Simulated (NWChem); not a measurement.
System: C₂H₈Si₂; SMILES [SiH3]/C=C/[SiH3]

```xyz
12

Si    -0.0379    -2.3211     0.0000
C      0.4413    -0.5077     0.0000
C     -0.4413     0.5077     0.0000
Si     0.0379     2.3211     0.0000
H     -1.5276    -2.4351     0.0000
H      0.5135    -3.0122    -1.2068
H      0.5135    -3.0122     1.2068
H      1.5150    -0.2658     0.0000
H     -1.5150     0.2658     0.0000
H     -0.5135     3.0122     1.2068
H     -0.5135     3.0122    -1.2068
H      1.5276     2.4351     0.0000
```
Atoms are numbered in this order, from 1.

All runs: NWChem. Pople sets run with spherical d functions. All runs use the structure optimised with PBE0/def2-SVP.

**Question.** Taking PBE0/6-311++G** as the yardstick, which of these has the fewest basis functions while keeping “highest occupied level (eV)” within 0.2 eV of it: PBE0/STO-3G; PBE0/6-311G**; PBE0/3-21G; PBE0/6-31+G*; PBE0/6-31G*?

**Answer.** PBE0/3-21G.
```tsv
level	basis functions	highest occupied level (eV)
PBE0/STO-3G	36	-5.49
PBE0/3-21G	60	-7.87
PBE0/6-31G*	80	-7.85
PBE0/6-31+G*	96	-7.99
PBE0/6-311G**	136	-7.99
PBE0/6-311++G**	160	-8.01
```

The yardstick is one finite set, not the basis-set limit.
